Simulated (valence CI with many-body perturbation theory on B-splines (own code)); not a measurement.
# Pm10+: key properties

Level of theory: relativistic CI+MBPT: five valence electrons over a frozen Dirac-Fock core [Kr] 4d10, radial functions for each j: 7 s, 7 p, 7 d, 7 f, 4 g, 2 h, with the one-electron correlation potential Σ1, the two-electron term Σ2, the three-electron term Σ3, Breit, model QED; selected CI, second order for the rest, scaled by the run's own slope (own B-spline code, finite nucleus).

No measured levels were compared; by estimate terms of the open shell hold to a few per cent of their energy, and close levels can change places; configurations with another count of f electrons can be misplaced by thousands of cm⁻¹. Among the levels kept, up to 2900 cm⁻¹ of a level comes from second order outside the variational space, and about a tenth of that is noise between levels of different J, which matters for small intervals. The lowest computed level is not the ground level that NIST lists (°, for many ions itself from theory).

Levels are named by their leading jj configuration (3d3/2^4 stands for four electrons in 3d with j = 3/2), which in mixed levels can hold well under half, so a name can repeat and another be missing.

Rates and lifetimes use the calculated energies. Strong lines usually hold to 10 to 20 %, long lifetimes can be off by a factor of two.

(1) What is the ground level?

(2) Among levels below 184570 cm⁻¹, which E1 lines absorb most strongly from the ground level?

(3) Name the longest-lived excited levels whose lifetime is computed, and their main decay.

(4) How well does LS coupling describe the low levels?

(5) What is the ionisation energy?

(6) Where does the other parity begin?

Answers

(1) (4f5/2^2 5s^2 5p1/2) J=9/2, composition 59 % 4f2 5s2 5p 4I° + 28 % 4f2 5s2 5p 2H° + 5 % 4f2 5s2 5p 4H°, g = 0.801.

(2) to (4f5/2^2 5s 5p1/2^2) J=7/2 at 64.07 nm, f = 0.00880; to (4f5/2^2 5s 5p1/2^2) J=9/2 at 62.88 nm, f = 0.00706; to (4f5/2^3 5s 5p1/2) J=7/2 at 65.11 nm, f = 0.00498.

(3) (4f5/2^2 5s^2 5p1/2) J=5/2 at 9044 cm⁻¹ lives 181 s, mostly by M1 to (4f5/2^2 5s^2 5p1/2) J=7/2; (4f5/2^2 5s^2 5p1/2) J=3/2 at 11248 cm⁻¹ lives 64.8 s, mostly by M1 to (4f5/2^2 5s^2 5p1/2) J=5/2; (4f5/2^3 5s^2) J=3/2 at 19413 cm⁻¹ lives 7.17 s, mostly by M1 to (4f5/2^2 5s^2 5p1/2) J=3/2. The lifetime of (4f5/2^3 5s^2) J=9/2 is too uncertain to give, and may be longer.

(4) Among the lowest 20 levels the leading LS term, summed over configurations, holds 63 % on average. For single configurations the figures are 60 % in LS and 71 % in jj coupling. Terms mix most in the J = 9/2 level at 14164 cm⁻¹, where the leading one holds 30 %.

(5) 169.4 eV; NIST lists 174 ± 9 eV (theoretical).

(6) At (4f5/2^3 5s 5p1/2) J=9/2, 143310 cm⁻¹.
